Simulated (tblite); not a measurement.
A tight-binding relaxation on `[C@H](C(=C)C)([SiH2]Br)OC`.

Computed with GFN2-xTB geometry optimisation, gas phase (tblite 0.8.0). Start geometry: from a force field or distance geometry. The input is one job of a driver script: a line of settings, then coordinates in Å.

Command:
```bash
OMP_NUM_THREADS=1 python probes_run.py task.json out
```

Input:
```
{"job": {"kind": "relax", "xc": "GFN2-xTB", "basis": "xTB"}, "charge": 0, "multiplicity": 1}
C     -1.603400     0.139900     1.428700
C     -1.069700    -0.155300     0.242200
C     -1.895400    -0.678200    -0.889900
C      0.399100     0.012600     0.031100
O      0.702900     0.897000    -0.980300
C      1.384900     2.000700    -0.479400
Si     1.319500    -1.599900    -0.106400
Br     2.364000    -2.010000     1.876200
H     -2.692900     0.018500     1.591800
H     -0.980200     0.511600     2.241200
H     -1.390600    -1.472600    -1.444000
H     -2.852600    -1.082800    -0.466300
H     -2.215400     0.189300    -1.531400
H      0.831300     0.496300     0.960500
H      0.769600     2.519400     0.267000
H      1.713400     2.669900    -1.285300
H      2.319200     1.684200     0.077600
H      0.499500    -2.749900    -0.460500
H      2.387000    -1.381500    -1.080300
```

Task: Estimate the output.

Result: 
```
step      E/eV     max force
  0    -712.62729    2.296
  1    -712.81787    0.644
  2    -712.86475    0.524
  3    -712.89570    0.496
  4    -712.92412    0.463
  5    -712.94987    0.385
  6    -712.96494    0.297
  7    -712.97561    0.241
  8    -712.98490    0.212
  9    -712.99227    0.210
... (165 lines left out)
175    -713.25473    0.016
176    -713.25478    0.015
177    -713.25481    0.018
178    -713.25484    0.018
179    -713.25488    0.017
180    -713.25493    0.014
181    -713.25499    0.014
182    -713.25503    0.012
183    -713.25506    0.013
184    -713.25508    0.010
```

«max force» is the largest atomic force in eV/Å.

Task: From which step on does the largest force stay under 0.1 eV/Å, and how much energy is left to gain from there?

Result: From step 150 (0.097 eV/Å), 10.6 meV above the end.

Summary of the converged run: energy lowered by 14.5 kcal/mol over 184 steps; largest atomic force 0.010 eV/Å at the end.

Task: How long does this job take on Arm Neoverse N1, one thread, no GPU, on a shared host?

Result: About 2.9 s.
Labels such as C1 count atoms from 1, the log's own numbers from 0.
